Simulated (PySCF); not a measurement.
Compound: C₄H₁₀GeO.
Atom-mapped SMILES: `[CH2:1]=[CH:2][O:3][GeH:4]([CH3:5])[CH3:6]` (hydrogens: H7, H8 on C1; H9 on C2; H10 on Ge4; H11, H12, H13 on C5; H14, H15, H16 on C6)

A GFN2-xTB structure was refined with PBE0-D3(BJ)/def2-SVP geometry optimisation, gas phase in PySCF 2.14.0. Its GFN2-xTB values:

```tsv
coordinate	GFN2-xTB
C1=C2	1.321 Å
C1–H7	1.078 Å
C1–H8	1.073 Å
C2–O3	1.345 Å
C2–H9	1.086 Å
O3–Ge4	1.794 Å
Ge4–C5	1.970 Å
Ge4–C6	1.983 Å
Ge4–H10	1.525 Å
C5–H11	1.087 Å
C1–C2–O3	127.5°
C2–O3–Ge4	129.2°
O3–Ge4–C5	100.3°
O3–Ge4–C6	108.9°
C5–Ge4–C6	114.5°
C1–C2–O3–Ge4	-6°
```

Question: How do these coordinates change at the PBE0-D3(BJ)/def2-SVP level?

Answer: 
| coordinate | PBE0-D3(BJ)/def2-SVP (Å or °) | change |
| --- | --- | --- |
| Ge4–C6 | 1.943 | -0.040 |
| Ge4–C5 | 1.936 | -0.034 |
| O3–Ge4 | 1.816 | +0.022 |
| Ge4–H10 | 1.544 | +0.019 |
| C1=C2 | 1.339 | +0.018 |
| C1–H8 | 1.091 | +0.018 |
| C1–H7 | 1.093 | +0.015 |
| C5–H11 | 1.100 | +0.013 |
| C2–H9 | 1.098 | +0.012 |
| C2–O3 | 1.338 | -0.007 |
| C2–O3–Ge4 | 124.7 | -4.5 |
| O3–Ge4–C5 | 102.1 | +1.8 |
| C5–Ge4–C6 | 113.1 | -1.4 |
| O3–Ge4–C6 | 108.1 | -0.8 |
| C1–C2–O3 | 128.2 | +0.7 |
| C1–C2–O3–Ge4 | -5 | +1 |

The energy falls by 2.1 kcal/mol over 7 energy and gradient evaluations, the largest force component goes from 0.0184 to 4.2e-04 Eh/bohr, and the atoms move by 0.079 Å rms after alignment. The bond that changes most is Ge4–C6 (ends: germanium bonded to 2 C, O and H; sp3 carbon bound to germanium), which shortens by 0.040 Å. Bonds longer at the end by more than 0.005 Å: 12 of 15; shorter: 3. Rotational constants go from 4069, 1654, 1335 to 4202, 1680, 1372 MHz.

The run used 152 basis functions and 48 SCF cycles in all. On an Arm Neoverse N1 with one thread (shared host), this took 85 s wall and 0.64 GiB of memory at its peak.

No frequency check. The numbers are those of one conformer.

The values belong to the conformer `[CH2:1]=[CH:2][O:3][GeH:4]([CH3:5])[CH3:6]`: C1–C2–O3–Ge4 -5°, C2–O3–Ge4–C5 175°.
